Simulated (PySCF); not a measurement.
# Relaxation of quartet RuH₅

Computed with PySCF, UPBE0, basis Ru def2-TZVP with ECP28, H def2-TZVP (scalar-relativistic core potentials, no spin–orbit coupling, density fitting). A (50,194) grid was used.

A hand-made square pyramidal start, of C4v symmetry, held to at least that symmetry:

Coordinates in bohr (charge 0 multiplicity 4):
```
Ru    0.0000    0.0000   -0.0047
H     0.0000    0.0000    2.9622
H     2.9021    0.0000   -0.6215
H     0.0000    2.9021   -0.6215
H    -2.9021    0.0000   -0.6215
H     0.0000   -2.9021   -0.6215
```

Problem. What does it relax to?

Solution. It ends at C4v with Ru–H 1.543 Å, Ru–H 1.650 Å (×4); H–Ru–H 84.6° (×4), H–Ru–H 107.9° (×4), H–Ru–H 144.3° (×2). A frequency run shows 4 imaginary modes, down to 439i cm⁻¹, so it is a higher-order saddle point. Other isomers or separated fragments may lie lower.

Problem. How much energy is released, and in how many steps?

Solution. 41.9 kJ/mol in 6 steps.

Other spin states or occupations of the open shell can lie lower. At this level a doublet minimum of Cs symmetry lies 245 kJ/mol below this structure.
